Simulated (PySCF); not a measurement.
## Correlation energy of Sc²⁺ (scandium, charge +2)

Starting occupation: [Ar] 3d1, 3d3/2 with m_j = +3/2. Computed with PySCF 2.14 in x2c-QZVPPall-2c, with X2C-1e with screened-nucleus spin-orbit coupling, Gaussian nucleus. Frozen: [Ne]; 9 electrons correlated; the 8 highest virtual spinors left out.

MP2 pair energies summed by pair of shells (mhartree):

```
 pair   energy  share (%)
3p-3p  -142.24       61.1
3p-3s   -38.56       16.6
3d-3p   -38.17       16.4
3s-3s    -7.81        3.4
3d-3s    -6.03        2.6
```

Total MP2 correlation energy: -232.81 mhartree.

The GHF reference relaxed away from the jj start to a determinant that is no pure jj level (⟨S²⟩ = 0.75, ⟨J²⟩ = 4.21); the energies belong to that determinant.

This basis was not built for core-valence correlation, so the inner-shell part is incomplete.
